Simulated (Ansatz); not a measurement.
CoS2⁻. Total charge -1; quintet. Geometry PBE0-D4/def2-TZVPD; atoms count from 1.

| atom | x (Å) | y (Å) | z (Å) |
| --- | --- | --- | --- |
| Co1 | -1.292 | -0.222 | -0.140 |
| S2 | 0.856 | -0.815 | -0.394 |
| S3 | 0.437 | 1.038 | 0.533 |

The structure comes from a short search, and lower isomers may exist.

(1) Estimate the Mulliken populations from the PBE0/def2-TZVPD orbitals of Ansatz.

(2) Where does the spin sit?

(3) And the Mayer bond orders between heavy atoms (over 0.3)?

Results:

(1) 
| atom | charge (e) | spin (α − β) | d electrons |
| --- | --- | --- | --- |
| Co1 | -0.17 | 3.56 | 7.41 |
| S2 | -0.41 | 0.22 | – |
| S3 | -0.41 | 0.22 | – |
Mulliken values depend strongly on the basis. With diffuse functions, as here, like atoms can get unlike values, and bond orders can come out too low or too high.

(2) Summed by element: Co 3.56, S 0.44, of 4 unpaired in all. Largest on single atoms: Co1 3.56, S2 0.22, S3 0.22.

(3) Co1–S2 0.97 (2.24 Å); Co1–S3 0.97 (2.24 Å); S2–S3 0.85 (2.11 Å).
